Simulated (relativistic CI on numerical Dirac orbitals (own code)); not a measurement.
**Spin-allowed bands of a d2 ion in an octahedral site, by hand**

Problem. Take Δ = 24500 cm⁻¹ and B = 600 cm⁻¹ for a d2 ion in an octahedral site. Calculate the three spin-allowed bands.

Working.
1. The terms of highest spin are 3F (energy 0) and 3P (15B = 9000 cm⁻¹). Here the F term splits into A2 at +1.2Δ = 29400, T2 at +0.2Δ = 4900 and T1 at −0.6Δ = -14700 cm⁻¹.
2. The two T1 states mix through the element 0.4Δ: H = [[-14700, 9800], [9800, 9000]], with roots ½(H₁₁ + H₂₂) ∓ ½√[(H₂₂ − H₁₁)² + 4H₁₂²] = ½(-5700) ∓ ½(30755) = -18227 and 12527 cm⁻¹.
3. The ground term is 3T1 at -18227 cm⁻¹.
4. Bands: 3T2 23127 cm⁻¹ (432 nm), 3T1(P) 30755 cm⁻¹ (325 nm), 3A2 47627 cm⁻¹ (210 nm).

Check. Exact diagonalisation of the whole d2 shell with these parameters gives 3T2 23127, 3T1 30755, 3A2 47627 cm⁻¹. The match is exact, since without spin-orbit coupling no other term has this spin. The ratio of the second band to the first, 1.330, depends on Δ/B = 40.8 alone, which is how a Tanabe-Sugano diagram is read.
